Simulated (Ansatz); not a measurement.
Start from `[CH3][Al]([CH3])[TeH]` and change one atom or group to get `[CH3][Al]([CH3])[BH][SiH3]`.

Ansatz, PBE0-D4/def2-TZVP geometries, multiplicity 1. Each molecule was computed in one conformer, which needn't be the lowest.

Elements past krypton have def2 core potentials.

```json
{"property": "LUMO energy (ωB97M-V/def2-TZVPP) / eV", "`[CH3][Al]([CH3])[TeH]`": "0.84"}
{"property": "HOMO energy (B3LYP/def2-TZVPP) / eV", "`[CH3][Al]([CH3])[TeH]`": "-6.31"}
{"property": "HOMO energy (PBE0/def2-TZVPP) / eV", "`[CH3][Al]([CH3])[TeH]`": "-6.54"}
{"property": "HOMO–LUMO gap (B3LYP/def2-TZVPP) / eV", "`[CH3][Al]([CH3])[TeH]`": "5.38"}
{"property": "HOMO–LUMO gap (ωB97M-V/def2-TZVPP) / eV", "`[CH3][Al]([CH3])[TeH]`": "9.41"}
{"property": "LUMO energy (PBE/def2-TZVPP) / eV", "`[CH3][Al]([CH3])[TeH]`": "-1.49"}
```

(1) What does the change do to each property? (Best estimate.)

Results:

(1) The calculation gave: 
| property | `[CH3][Al]([CH3])[BH][SiH3]` | shift |
| --- | --- | --- |
| LUMO energy (ωB97M-V/def2-TZVPP) / eV | -0.59 | -1.43 |
| HOMO energy (B3LYP/def2-TZVPP) / eV | -6.69 | -0.38 |
| HOMO energy (PBE0/def2-TZVPP) / eV | -6.88 | -0.34 |
| HOMO–LUMO gap (B3LYP/def2-TZVPP) / eV | 4.01 | -1.37 |
| HOMO–LUMO gap (ωB97M-V/def2-TZVPP) / eV | 8.38 | -1.03 |
| LUMO energy (PBE/def2-TZVPP) / eV | -3.46 | -1.97 |

With PBE0 the HOMO falls by 0.34 eV and the LUMO falls by 1.77 eV, so the gap narrows by about 1.43 eV. PBE moves the HOMO by -0.20 eV and ωB97M-V by -0.40 eV.

B3LYP here is the variant with VWN-RPA as its local correlation; programs differ in this.

Spin–orbit coupling is left out; it splits and shifts lone-pair levels of the heavy atoms by tenths of an eV.
